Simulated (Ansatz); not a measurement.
Stepwise reaction of `C[B](C)[AlH2]` with hydrogen, as a gas-phase model of exchange steps in deposition or etching. ΔE in kJ/mol; ΔG adds harmonic PBE0-D4 terms to CCSD(T)/CBS, at 1 bar.

Program: Ansatz. Geometries: PBE0-D4/def2-TZVP. ΔE: electronic, gas phase. CBS: MP2 limit from def2 TZ/QZ plus the TZ coupled-cluster correction, frozen cores. This one scheme is used for every species. DFT in def2-TZVPP. B3LYP here is the variant with VWN-RPA as its local correlation; programs differ in this.

```
step                                    reaction  PBE-D4  B3LYP-D4  ωB97M-V  CCSD(T)/CBS  ΔG(400 K)
   1  `C[B](C)[AlH2]` + H₂ → `C[BH][AlH2]` + CH₄   -15.8     -23.3    -21.5        -21.3      -15.8
   2    `C[BH][AlH2]` + H₂ → `[BH2][AlH2]` + CH₄   -14.8     -24.0    -22.3        -23.5      -13.3
```

Problem. By hand: ΔE of the 2 steps together at CCSD(T)/CBS.

Solution. (-21.3) + (-23.5) = -44.8 kJ/mol, or -22.4 kJ/mol a step.

In ΔE the steps differ by no more than 2.2 kJ/mol. All are downhill at CCSD(T)/CBS. ΔG lies between -15.8 and -13.3 kJ/mol a step. PBE-D4 differs from CCSD(T)/CBS by 5.5 to 8.7 kJ/mol a step. Isolated molecules leave out the surface, adducts and barriers. Largest T1 diagnostic: 0.011.
